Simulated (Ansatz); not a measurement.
A run for Ansatz (an electronic-structure program): R-RI-MP2/aug-cc-pVQZ on H2 (SMILES [H][H]) with ghost functions, monomers drawn apart or pushed together. Files ending in .json are basis or fitting sets from the Basis Set Exchange.

Ansatz 0.2 input:
```yaml
crystal:
  periodic: [false, false, false]
  atoms:
    - {symbol: H, position_ang: [-0.22379099, 0.02756926, 3.69567855]}
    - {symbol: H, position_ang: [-0.19282363, -0.01092645, 2.95288958]}
basis:
  gaussian:
    orbitals: aug-cc-pVQZ
    fitting: {mean_field: def2-universal-JKFIT, correlation: aug-cc-pVQZ-RIFIT.json}
    ghost_atoms:
      - {symbol: As, position_ang: [-0.01652219, -0.20099965, -0.24595522]}
      - {symbol: H, position_ang: [-1.13293795, 0.52466262, 0.49771225]}
      - {symbol: H, position_ang: [1.05462639, 0.42673172, 0.63978478]}
      - {symbol: H, position_ang: [-0.13015301, -1.42010948, 0.66334398]}
magnetization: {spin_polarized: false}
correlation: {method: mp2, electrons: outside_noble_gas}
scf: {lower_state_search: off}
```

The log:

```
WARN ansatz: RAYON_NUM_THREADS=1 ignored (pool sized by the plan → 1); use --threads N
Functional definition: HF
these checks for a lower state are left out or cut short: stability, starts, cluster_reference, orbital_swaps, neighbouring_geometries, increment
integrals: 0.30 GiB planned
356 factors; integrals over basis functions are off by at most 5.9e0 eV
mean field: 0.53 GiB planned
mean field evaluation 1: about -30.7509 eV, gradient 3.6e0 eV
mean field evaluation 2: about -30.8376 eV, gradient 8.2e-1 eV
mean field evaluation 4: about -30.8425 eV, gradient 1.0e-4 eV
mean field -30.84248804 eV, -1.1334405297 hartree, gradient 1.1e-6 eV, S^2 0.000000; 0 other end points of the search recorded, 0 dependent functions left out
662 factors; their error is unknown
reference -30.84248804 eV, -1.1334405297 hartree; 1, 1 occupied and 322, 322 virtual orbitals, 662 factors
second order -0.90517145 eV of doubles, -0.00000000 eV of singles
Total energy: -31.74765950 eV, -1.1667049671 hartree
Checks for a lower state left out: stability, starts, cluster_reference, orbital_swaps, neighbouring_geometries, increment
```

The run converged.

Cost: roughly 1.6 core-seconds.
